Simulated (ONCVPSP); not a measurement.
**Hf: one change to an ONCV potential, before and after**

| Property | Result |
| --- | --- |
| Element | Hf (Z = 72) |
| Generator | ONCVPSP 4.0.1 |
| Type | optimised norm-conserving Vanderbilt (ONCV) |
| Functional | PBE |
| Relativity | scalar-relativistic |
| Frozen core | [Kr] 4d10 4f14 5s2 |
| Valence charge | 10 |
| Reference configuration | 5p6 5d2 6s2 |
| Partial waves | 6s: rc 2.90 bohr, ncon 4, nbas 8, qcut 2 1/bohr, 2 projectors, debl 0.5 Ha; 5p: rc 1.25 bohr, ncon 5, nbas 9, qcut 6.5 1/bohr, 2 projectors, debl 2.2 Ha; 5d: rc 3.25 bohr, ncon 4, nbas 8, qcut 5.5 1/bohr, 1 projector |
| Local potential | polynomial inside 0.90 bohr (lpopt 4, dvloc0 0 Ha) |
| Core correction | none |

Change: all radii scaled by about 1.28 (s 3.72, p 1.60, d 4.18 bohr); local potential polynomial inside 1.16 bohr (lpopt 4, dvloc0 0 Ha).

Cutoffs: the cutoffs (Ha) at which the residual kinetic energy of the hardest occupied pseudo-wave falls to 1 and 0.1 mHa per electron; they do not see the model core or the augmentation charge, which bear on the density cutoff. Errors are all-electron minus pseudo energies relative to the spin-unpolarised reference configuration.

**Question.** Predict the effect on cutoff, ghosts and configuration errors.

**Answer.** The potential gets softer (68 Ha and 146 Ha → 21 Ha and 88 Ha); both files keep a bound ghost (s); the lowest positive-energy flag moves from s at 18.9 eV to s at 49.1 eV; of the 3 tests that both files solve, the error grows in 3 and shrinks in 0 by more than 15 % and 0.3 meV (median size 7.9 → 66.1 meV). A larger radius leaves more room for a smooth pseudo-wave, so fewer plane waves are needed. More of the atom is replaced by a form fitted at one configuration, so other configurations suffer.

| quantity | base | changed |
| --- | --- | --- |
| cutoff, loose | 68 Ha | 21 Ha |
| cutoff, tight | 146 Ha | 88 Ha |
| loose cutoff by channel | s 4.4 Ha, p 68 Ha, d 8.8 Ha | s 1.8 Ha, p 21 Ha, d 7.3 Ha |
| bound ghosts | s | s |
| GHOST(+) flags under 300 eV | s at 18.9 eV, d at 180.8 eV, p at 233.0 eV | s at 49.1 eV, d at 237.9 eV |
| tests with a reliable result | 3 of 4 | 3 of 4 |
| error for 5p6 5d2 6s1, meV [ΔE 7.98 eV] | -1.6 | -11 |
| error for 5p6 5d2 6s0, meV [ΔE 22.16 eV] | +7.9 | -83 |
| error for 5p6 5d2 6s0 6p2, meV [ΔE 7.86 eV] | -9.5 | -66 |

 A true bound ghost makes a file unfit for plane-wave use even where its test errors are small: the radial tests pick states by their node count and pass the ghost by.
